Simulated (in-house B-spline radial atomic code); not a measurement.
**Response and correlation of Br-**

Closed shell [Ar] 3d10 4s2 4p6. Computed with a B-spline radial code for spherical atoms: Dirac-Hartree-Fock, relativistic RPA (time-dependent Dirac-Hartree-Fock) for the response and second-order many-body perturbation theory for correlation, no-pair Dirac-Coulomb Hamiltonian, finite nucleus.

Command:
```bash
python run_mb.py task.json out
```
Settings (nuclear radius in fm, box in bohr, cutoff in hartree):
```
basis_form          2
Z                   35
core_configuration  [Ar] 3d10 4s2 4p6
rms_radius          4.1629
mass_number         79
speed_of_light      137.036
box_radius          67.716
lmax                7
intervals           69
virtual_cutoff      30625.0
```

Cost of the run: 14 s on 1 thread of Arm Neoverse V1 (shared host).

```tsv
multipole (bohr³, bohr⁵, bohr⁷)	uncoupled	coupled RPA
dipole	35.982	43.581
quadrupole	314.17	?
octupole	8691.1	13621
```

**Question.** What is the coupled quadrupole polarisability?

**Answer.** 502.68 atomic units, +60 % against the uncoupled value.

**Question.** Which subshells carry the dipole polarisability?

**Answer.** 4p3/2 71.5 %, 4p1/2 28.3 %, 3d5/2 0.1 %.

**Question.** What does the dipole shielding factor come to?

**Answer.** The dipole shielding factor is 1.029, against the exact N/Z = 36/35 = 1.029 of the non-relativistic theorem.

Dipole polarisability at imaginary frequency:

```tsv
u (Eh)	α(iu) (bohr³)
0	43.58
0.00707	43.55
0.0177	43.37
0.0354	42.75
0.053	41.8
0.0707	40.57
0.106	37.64
0.141	34.51
0.177	31.37
0.247	25.98
0.354	19.73
0.53	13.19
0.707	9.319
1.06	5.312
1.77	2.396
3.54	0.7951
```

**Question.** What dispersion coefficients follow for two such ions (the dispersion part alone)?

**Answer.** C6 = (3/π)∫α(iu)²du = 458.5 hartree·bohr⁶ and C8 = 25770 hartree·bohr⁸.

Second-order correlation energy by the highest angular momentum of the excited pair (hartree): s -0.02396, p -0.2355, d -0.7124, f -0.5607, g -0.1878, h -0.07971, i -0.03645, k -0.01855.

**Question.** What is the second-order correlation energy at the partial-wave limit?

**Answer.** The listed waves sum to -1.855 hartree; extrapolating the increments as (l + 1/2)⁻⁴ gives -1.8929 hartree, -1.43 eV per electron.
